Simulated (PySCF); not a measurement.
# Te: electron affinity

Te⁻ [Kr] 4d10 5s2 5p5 (2P) → Te [Kr] 4d10 5s2 5p4 (3P), as a difference of total energies. Calculation: PySCF 2.14, in aug-cc-pwCVDZ-PP with ECP28MDF; scalar relativity through the core potential. Correlated levels: valence: 4s2 4p6 4d10 frozen; valence and next inner shell: nothing frozen outside the core potential. The calculations carry no spin-orbit coupling.

```tsv
method	electron affinity (eV)
UHF	1.079
LDA	2.324
PBE	2.082
PBE0	2.041
r2SCAN	2.051
BP86	2.236
wB97M-V	2.023
M06	2.009
M06-L	1.976
MP2 (valence)	1.719
SCS-MP2 (valence)	1.704
MP2 (valence and next inner shell)	1.748
SCS-MP2 (valence and next inner shell)	1.714
```

Problem. How much does correlation contribute at MP2 (valence and next inner shell)?

Solution. 1.748 − (1.079) = 0.669 eV, measured against UHF.

The reference lies between the lowest fine-structure levels, while these numbers refer to the centres of the terms.

Errors of the correlated levels include the incompleteness of this basis and the frozen core.

In the anion the highest occupied orbital energy is positive at LDA, PBE, r2SCAN, BP86, M06, M06-L, a self-interaction effect; the basis confines that electron, and the energy difference can still be sensible.

For comparison: 1.971 eV (measured; photodetachment measurements, as compiled on the Wikipedia data page of electron affinities).
